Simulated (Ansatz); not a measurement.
Computed with Ansatz on PBE0-D4/def2-TZVP structures; ΔE is electronic, products minus reactants. CCSD(T)/CBS adds triple-zeta CCSD(T) − MP2 to the extrapolated MP2 energy (def2 sets, frozen cores). One conformer a species, not always the lowest.

Consider the isomerisation: `C#C[SiH2]N` → `N=C1C[SiH2]1`.

```json
{"species": "`C#C[SiH2]N`", "CCSD(T)/CBS(def2) energy (Eh)": "-422.86577"}
{"species": "`N=C1C[SiH2]1`", "CCSD(T)/CBS(def2) energy (Eh)": "-422.80462"}
```

(1) Work out ΔE.

Largest T1 diagnostic among the species: 0.014.

Results:

(1) ΔE = (-422.80462) − (-422.86577) = 0.06115 Eh = +160.5 kJ/mol.

At CCSD(T), def2-SVP lies −32.2 kJ/mol from the extrapolated value and def2-TZVPP −5.5 kJ/mol. From PBE to PBE0 (25 % exact exchange), in def2-TZVPP and without D4, ΔE moves by +11.5 kJ/mol.
